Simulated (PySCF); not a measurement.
A calculated (UHF, PySCF 2.14, ANO-RCC-VTZP, the spin-free X2C one-electron Hamiltonian (Gaussian nucleus)) atom or ion has these occupied shells.

```tsv
shell	electrons	orbital energy (eV)	rms radius, mean of both spins (bohr)
1s α	1	-81155.8	0.0190
1s β	1	-81155.7	0.0190
2s α	1	-14474.2	0.0768
2s β	1	-14474.1	0.0768
2p α	3	-12565.7	0.0705
2p β	3	-12565.6	0.0705
3s α	1	-3488.3	0.196
3s β	1	-3488.2	0.196
3p α	3	-2923.0	0.198
3p β	3	-2922.9	0.198
3d α	5	-2291.3	0.182
3d β	5	-2291.2	0.182
4s α	1	-797.52	0.433
4s β	1	-797.22	0.433
4p α	3	-608.11	0.460
4p β	3	-607.87	0.460
4d α	5	-370.98	0.492
4d β	5	-370.69	0.492
5s α	1	-132.89	0.997
5s β	1	-131.18	0.997
4f α	7	-108.06	0.544
4f β	7	-107.86	0.544
5p α	3	-80.034	1.15
5p β	3	-77.929	1.15
5d α	5	-17.063	1.66
5d β	4	-15.705	1.66
6s α	1	-11.338	3.02
6p α	1	-5.098	3.77
```

(1) Name the element and its charge.

Answers

(1) Au (gold, neutral), in [Xe] 4f14 5d9 6s1 6p1, one real determinant (an excited configuration).
